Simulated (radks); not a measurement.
Problem. Radial electron density D(r) = 4 pi r^2 rho(r) of an atom or ion with 35 electrons. Calculated with a radial shooting solver on a logarithmic mesh with Libxc functionals: scalar-relativistic Kohn-Sham, r2SCAN, spin-polarised, spherical densities, finite nucleus; meta-GGA in the generalised Kohn-Sham scheme; Fermi nuclear charge, rms radius of each element as measured or else 0.836 A^(1/3) + 0.57 fm.

```
   r/bohr * D(r) (the largest magnitude, 52.2, reaches the edge; | marks zero)
 0.001597 |*
  0.00208 | *
 0.002708 |  *
 0.003526 |    *
 0.004629 |       *
 0.006027 |          *
 0.007848 |                *
   0.0103 |                       *
  0.01341 |                              *
  0.01747 |                                      *
  0.02274 |                                            *
  0.02985 |                                              *
  0.03887 |                                            *
  0.05062 |                                       *
  0.06591 |                                      *
  0.08651 |                                             *
   0.1126 |                                                      *
   0.1467 |                                                      *
    0.191 |                                          *
   0.2507 |                               *
   0.3264 |                                 *
   0.4251 |                                      *
   0.5579 |                               *
   0.7265 |                 *
    0.946 |       *
    1.232 |     *
    1.617 |    *
    2.105 |  *
    2.741 |*
     3.57 *
    4.686 *
    6.101 *
```

What is the nuclear charge?

Solution. Z = 36. The innermost maximum, from 1s, lies near gamma/Z bohr with gamma = sqrt(1 - (Z/c)^2) = 0.965, here 0.0268 bohr (found: 0.0291), and its height grows with Z. The density is that of the krypton ion Kr+ in [Ar] 3d10 4s2 4p5; the configuration itself is not fixed sharply by these data, and Z only to about a unit. D(r) has 3 maxima, at r = 0.0291, 0.130, 0.432 bohr, and minima at 0.0604, 0.274 bohr, inside which lie 2.07, 11.02 electrons.
